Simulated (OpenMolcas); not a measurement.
# OpenMolcas run: neutral copper

Input:

```
&GATEWAY
Coord
1

Cu 0.0 0.0 0.0
Basis=ANO-RCC-VTZP
Group=XYZ
NoMove
AngMom=0.0 0.0 0.0
AMFI
&SEWARD
&RASSCF
FileOrb=start.orb
Symmetry=1
Spin=2
nActEl=11 0 0
Inactive=3 6
Ras2=6 0
CIRoot=6 6 1
SDav=6
CIMx=300
Iter=120 100
PrWF=0.3
OrbListing=Nothing
MaxOrb=0
Atom
>>> COPY $Project.JobIph JOB001
&RASSI
NrOfJobIphs=1 6
1 2 3 4 5 6
IphNames
JOB001
EJob
SpinOrbit
DIPRint=1.0
SOCoupling=1000.0
Subsets=2
MEES
Property=10
'ANGMOM' 1 'ANGMOM' 2 'ANGMOM' 3 'MLTPL  1' 1 'MLTPL  1' 2 'MLTPL  1' 3
'AMFI' 1 'AMFI' 2 'AMFI' 3 'MLTPL  2' 6
SOProperty=3
'ANGMOM' 1 'ANGMOM' 2 'ANGMOM' 3
```

A driver script runs the steps one by one and writes start.orb anew before each from the orbitals found so far.

Output, cut to the results:

```
--- SEWARD ---
Basis set label: CU.ANO-RCC...6S5P3D2F1G.

      Electronic valence basis set:
      ------------------
      Associated Effective Charge  29.000000 au
      Associated Actual Charge     29.000000 au
      Nuclear Model: Point charge

      Shell  nPrim  nBasis  Cartesian Spherical Contaminant
         s      21       6        X
         p      15       5        X
         d      10       3                 X
         f       6       2                 X
         g       4       1                 X
                  Relativistic Douglas-Kroll-Hess integrals:
                    - DKH order of Hamiltonian: 2
                    - DKH order of Properties : 0
                  Atomic mean-field integrals
--- RASSCF ---
Wave function specifications:
      -----------------------------

      Number of closed shell electrons          18
      Number of electrons in active shells      11
      Max number of holes in RAS1 space          0
      Max nr of electrons in RAS3 space          0
      Number of inactive orbitals                9
      Number of active orbitals                  6
      Number of secondary orbitals              44
      Spin quantum number                      0.5
      State symmetry                             1
Orbital specifications:
      -----------------------

      Symmetry species                           1   2
                                                ag  au
      Frozen orbitals                            0   0
      Inactive orbitals                          3   6
      Active orbitals                            6   0
      RAS1 orbitals                              0   0
      RAS2 orbitals                              6   0
      RAS3 orbitals                              0   0
      Secondary orbitals                        21  23
      Deleted orbitals                           0   0
      Number of basis functions                 30  29
      Number of CSFs                             6
      Number of root(s) required                 6
      Iter CI   SX   CI       RASSCF       Energy    max ROT     max BLB   max BLB  Level Ln srch  Step   QN
          iter iter root      energy       change     param      element    value   shift minimum  type update
 Nr of preliminary CI iterations:   1
      Total energies have been shifted. Add                -1000.00 au
        1   1    3    0  -653.10047217    0.00E+00   6.42E-07    9  11 1 -6.42E-07   0.06   0.00    SX    NO
        2   1    3    0  -653.10047217   -3.87E-12   2.79E-07    9  10 1  2.46E-07   0.06   0.00    SX    NO
        3   1    2    0  -653.10047217    6.82E-13   1.11E-07    9  10 1  1.06E-07   0.06   0.00    SX    NO
        4   1    1    0  -653.10047217    1.59E-12   0.00E+00    9  11 1  5.45E-08   0.06   0.00    SX    NO
      Convergence after  4 iterations
        5   1    1    0  -653.10047217   -1.82E-12   0.00E+00    9  11 1  5.45E-08   0.06   0.00    SX    NO
      Natural orbitals and occupation numbers for root  1
      sym 1:   1.000000   2.000000   2.000000   2.000000   2.000000   2.000000
      Natural orbitals and occupation numbers for root  2
      sym 1:   2.000000   2.000000   1.000000   2.000000   2.000000   2.000000
      Natural orbitals and occupation numbers for root  3
      sym 1:   2.000000   2.000000   2.000000   1.000000   2.000000   2.000000
::    RASSCF root number  1 Total energy:  -1653.11718626
::    RASSCF root number  2 Total energy:  -1653.11718626
::    RASSCF root number  3 Total energy:  -1653.11718626
::    RASSCF root number  4 Total energy:  -1653.11718626
::    RASSCF root number  5 Total energy:  -1653.11718626
::    RASSCF root number  6 Total energy:  -1653.01690168

--- RASSI ---
SPIN-FREE ENERGIES:
  (Shifted by EMIN (a.u.) =      -1653.1171862636)

 SF State       Relative EMIN(au)   Rel lowest level(eV)    D:o, cm**(-1)      L_eff

     1             0.0000000000        0.0000000000              0.0000         2.0
     2             0.0000000000        0.0000000000              0.0000         2.0
     3             0.0000000000        0.0000000000              0.0000         2.0
     4             0.0000000000        0.0000000000              0.0000         2.0
     5             0.0000000000        0.0000000000              0.0000         2.0
     6             0.1002845794        2.7288824255          22009.9211         0.0
     Dipole printing threshold changed to   1.00000000E+00
Eigenvalues of complex Hamiltonian:
   -----------------------------------
  (Shifted by EMIN (a.u.) =      -1653.1171862636)

 SO State       Relative EMIN(au)   Rel lowest level(eV)    D:o, cm**(-1)     J-value

     1            -0.0036292230        0.0000000000              0.0000         2.1
     2            -0.0036292230        0.0000000000              0.0000         1.9
     3            -0.0036292230        0.0000000000              0.0000         2.0
     4            -0.0036292230        0.0000000000              0.0000         2.0
     5            -0.0036292230        0.0000000000              0.0000         2.0
     6            -0.0036292230        0.0000000000              0.0000         1.9
     7             0.0054438345        0.2468904703           1991.3059         1.3
     8             0.0054438345        0.2468904703           1991.3059         1.1
     9             0.0054438345        0.2468904703           1991.3059         1.2
    10             0.0054438345        0.2468904703           1991.3059         1.0
    11             0.1002845794        2.8276386137          22806.4435         0.4
    12             0.1002845794        2.8276386137          22806.4435         0.4
...
```

The J values that RASSI prints are effective ones from its own formula and need not be integers or half-integers; the table below assigns J from the states.

Levels above the lowest, from the spin-orbit matrix, grouped by J:

```csv
Configuration,Term,J,E (cm-1),g,Term weight %
3d9 4s2,2D,5/2,0.0,1.200,100
3d9 4s2,2D,3/2,1991,0.800,100
3d10 4s,2S,1/2,22806,2.002,100
```

Against the 2 measured excited levels shown (NIST Handbook of Basic Atomic Spectroscopic Data) the mean absolute deviation is 34000 cm-1; the largest miss in energy is 3d9 4s2 2D 3/2: computed -20815, measured 13245 cm-1 (-257.1 %). These deviations count from the computed level that pairs with the measured ground level.

Without dynamic correlation excited terms often stand tens of per cent too high (terms of higher spin than the ground term too low), and those without a measured partner can miss by more than the paired ones. The lowest computed level is not the ground level that NIST lists (2S1/2). A single d shell beside an s shell can misplace configurations of different d count against each other. Computed and measured levels are paired by configuration, term and J; levels that our copy of the source lacks, or whose pairing is in doubt (as where it misses far off the trend of its configuration), stay unpaired and out of the deviations. Levels of configurations outside the active space are missing.

The term weight is that of the spin-free term in the level, not the purity of its configuration.
